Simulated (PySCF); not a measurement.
Bonds (- single, = double, # triple, : aromatic): C1=C2, C2-C3, C3-N4, N4:C5, C5:C6, C6-F7, C6:C8, C8:N9, N9:N4. C1 carries H10, H11; C2 carries H12; C3 carries H13, H14; C5 carries H15; C8 carries H16. H10 is cis to C3; H11 is trans to C3.

PySCF calculation with GFN2-xTB geometry and GIAO PBE0/pcSseg-1 shieldings; a single conformation, one averaged value for each set of equivalent atoms, relativity neglected, gas phase.

Shifts are taken against calculated references (same method and geometry level): TMS for 13C (σ = 186.93 ppm).

Do the 13C shifts follow the atomic charges (in e)? Tabulate both.

Answers


| atoms | hybridisation | δ (ppm) | σ para (ppm) | Hirshfeld | IAO | Mulliken | ESP-fitted |
| --- | --- | --- | --- | --- | --- | --- | --- |
| C6 | sp2 | 161.7 | -235 | +0.04 | +0.21 | +0.11 | +0.13 |
| C2 | sp2 | 145.7 | -216 | -0.04 | -0.14 | -0.25 | -0.08 |
| C8 | sp2 | 129.3 | -198 | -0.05 | -0.12 | +0.08 | +0.01 |
| C1 | sp2 | 123.1 | -190 | -0.10 | -0.31 | -0.14 | -0.52 |
| C5 | sp2 | 118.7 | -186 | -0.04 | -0.16 | +0.19 | -0.30 |
| C3 | sp3 | 60.9 | -119 | -0.01 | -0.16 | +0.10 | -0.01 |

Correlation coefficients of δ with charge over these carbons: Hirshfeld +0.14, IAO +0.50, Mulliken -0.27, ESP-fitted +0.13; with the paramagnetic shielding -1.00. Among the 5 sp2 carbons alone: Hirshfeld +0.84, IAO +0.84, Mulliken -0.12, ESP-fitted +0.77. With so few points, grouped by hybridisation, these coefficients are fragile. Charge is one influence among several: hybridisation and low-lying excitations act through the paramagnetic term.

Shifts are as computed. Against solution values, carbons near 30 ppm lie about +3 ppm off and those near 130 ppm about +5 ppm. Of 1211 compounds with measured shifts, 218 miss one by over three times the rms of a fit or turn the order of signals round; such compounds aren't used in these exercises.
